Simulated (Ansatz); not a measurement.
`[Cl][Sn]([Cl])([Cl])[SeH]` + H–F → `[F][Sn]([Cl])([Cl])[Cl]` + H₂Se at 700 K and 1 bar (ligand exchange at the Sn–Se bond).

Calculated with Ansatz (gas phase, PBE0-D4/def2-TZVP geometries, no zero-point term in ΔE). CCSD(T)/CBS is the MP2 limit (def2-TZVPP, def2-QZVPP) plus CCSD(T) − MP2 in def2-TZVPP, frozen cores. This one scheme is used for every species. Elements past krypton have def2 core potentials. For Se, Sn outer-core shells are correlated without core-valence functions, which leaves a few kJ/mol of doubt a bond. Scalar relativity is left out up to krypton. Each species was taken in one conformer, which may not be the lowest.

| species | CCSD(T)/CBS energy (Eh) | H − E (kJ/mol) | S (J/(mol·K)) |
| --- | --- | --- | --- |
| `[Cl][Sn]([Cl])([Cl])[SeH]` | -3994.83873 | 104.1 | 522.9 |
| H–F | -100.39570 | 45.2 | 198.5 |
| `[F][Sn]([Cl])([Cl])[Cl]` | -1693.31956 | 77.7 | 455.2 |
| H₂Se | -2401.89790 | 61.1 | 251.1 |

H − E and S are ideal-gas, rigid-rotor, harmonic terms from PBE0-D4/def2-TZVP, for one conformer and one mirror image of each species. 1 Eh = 2625.50 kJ/mol, R = 8.31446 J/(mol·K).

Question: By hand: ΔE, ΔH, ΔS and ΔG.

Answer: ΔE = (-1693.31956) + (-2401.89790) − (-3994.83873) − (-100.39570) = 0.01697 Eh = 44.6 kJ/mol. Δ(H − E) = 77.7 + 61.1 − 104.1 − 45.2 = -10.5, so ΔH = 34.1 kJ/mol. ΔS = 455.2 + 251.1 − 522.9 − 198.5 = -15.1 J/(mol·K). ΔG = 34.1 − 700 × (-15.1)/1000 = 44.7 kJ/mol.

Question: By hand: the equilibrium constant, and the temperature at which ΔG would vanish if ΔH and ΔS stayed fixed.

Answer: log₁₀ K = −ΔG/(RT ln 10) = -3.3. ΔH and −TΔS have one sign here, so there is no such temperature.

ΔH outweighs TΔS. A doubt of 5 kJ/mol in ΔE shifts log₁₀ K by 0.4 here. Other conformers and mirror images would add mixing entropy, several J/(mol·K) or more a flexible species. Modes under 60 cm⁻¹, often nearly free rotors, make the harmonic entropy too high. These are equilibria of isolated gas molecules and say nothing of rates. Largest T1 diagnostic: 0.012 (customary marks: 0.02 for closed shells, 0.045 for open ones).
